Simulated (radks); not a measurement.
Numerical settings for the rhenium ion Re+, [Xe] 4f14 5d5 6s1. Method: Dirac Kohn-Sham, PBE, spin-unpolarised, spherical densities, finite nucleus; open shells are shared between the two j in proportion to 2j + 1; Fermi nuclear charge, rms radius 5.3698 fm; computed with a radial shooting solver on a logarithmic mesh with Libxc functionals. The defaults (mesh step 0.008 in ln r, mesh end at 40 bohr or more with all orbitals vanishing there, Anderson mixing 0.5 over 9 steps, residual threshold near 1e-9 with the energy settled to 1e-9 hartree or 1e-11 of itself, here a cap of 86 iterations) give E = -16714.616 hartree and 5d5/2 at -12.578 eV in 15 iterations. Run on one thread of a shared host, so times are rough (Intel(R) Xeon(R) 6975P-C): 0.17 s of CPU time, 0.17 s wall, 15 iterations on 2360 mesh points. Changes against that run (0 stands for a change within the tolerance of the run):

setting                    iterations  converged  E (mhartree)  e(5d5/2) (meV)  CPU (s)
mesh step in ln r 0.03             15        yes      +0.00338               0     0.04
mesh step in ln r 0.05             15        yes        +0.149         -0.0119     0.03
mesh step in ln r 0.12              4         no      diverged               -     0.01
mesh end (bohr) 8                  15        yes        +0.566             +29     0.13
mesh end (bohr) 5                  15        yes         +63.4        +1.3e+03     0.13
residual threshold 1e-13           24        yes             0               0     0.18
residual threshold 0.1              9        yes      +0.00175           +12.3      0.1
mixing 0.05                        23        yes             0               0     0.19
linear mixing, mixing 1            86         no     +9.73e+05       +1.17e+04      2.9
linear mixing, mixing 0.8          86         no     +2.49e+05       +5.03e+03        2
mixing history 2                   24        yes             0               0     0.19
iteration cap 3                     3         no         +59.4            +110     0.04

Settings that end as converged yet miss the energy by more than 1 mhartree: mesh end (bohr) 5 (+0.0634 hartree). A mesh that ends early acts as a hard wall.
